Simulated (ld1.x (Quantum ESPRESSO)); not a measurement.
# O (Z = 8), TM: configuration errors across variants

```json
{
 "Element": "oxygen",
 "Generator": "ld1.x (Quantum ESPRESSO) 7.5",
 "Type": "norm-conserving Troullier–Martins (Kleinman–Bylander form)",
 "Functional": "PBE",
 "Relativity": "scalar-relativistic",
 "Frozen core": "[He]",
 "Valence charge": "6",
 "Reference configuration": "2s2 2p4",
 "Partial waves": "2s (bound): rc 0.95 bohr; 2p (bound): rc 1.45 bohr",
 "Local potential": "the p channel",
 "Core correction": "none"
}
```

All-electron excitation energies from the reference (eV): (1) 2s2 2p3 16.431; (2) 2s2 2p2 50.017; (3) 2s2 2p1 103.886; (4) 2s1 2p4 31.659; (5) 2s1 2p5 14.950; (6) 2s2 2p3.5 6.286; (7) 2s2 2p4.3 -2.123.

Errors AE − PS in meV (a dash: test not solved or not reliable):

```csv
change,(1),(2),(3),(4),(5),(6),(7),bound ghosts
base,-2.9,+79,+555,-50,+13,-2.2,-0.6,none
wave 2s (bound): rc 0.95 bohr becomes 2s (bound): rc 0.60 bohr,-2.6,+81,+562,-43,+21,-2.1,-0.6,none
wave 2s (bound): rc 0.95 bohr becomes 2s (bound): rc 0.72 bohr,-4.2,+69,+518,-52,+8.1,-2.4,-0.7,none
wave 2s (bound): rc 0.95 bohr becomes 2s (bound): rc 0.98 bohr,-2.6,+81,+563,-49,+15,-2.1,-0.6,none
wave 2s (bound): rc 0.95 bohr becomes 2s (bound): rc 1.10 bohr,-0.4,+97,+615,-47,+23,-1.8,-0.6,none
wave 2s (bound): rc 0.95 bohr becomes 2s (bound): rc 1.20 bohr,+1.4,+109,+654,-47,+29,-1.4,-0.5,none
wave 2s (bound): rc 0.95 bohr becomes 2s (bound): rc 1.32 bohr,+4.2,+127,+714,-50,+35,-1.0,-0.4,none
wave 2s (bound): rc 0.95 bohr becomes 2s (bound): rc 1.40 bohr,+6.6,+143,+764,-56,+37,-0.5,-0.3,none
```

(1) Give the same row for: wave 2s (bound): rc 0.95 bohr becomes 2s (bound): rc 0.88 bohr.

Results:

(1) -3.6, +74, +535, -51, +10, -2.3, -0.7; bound ghosts: none.
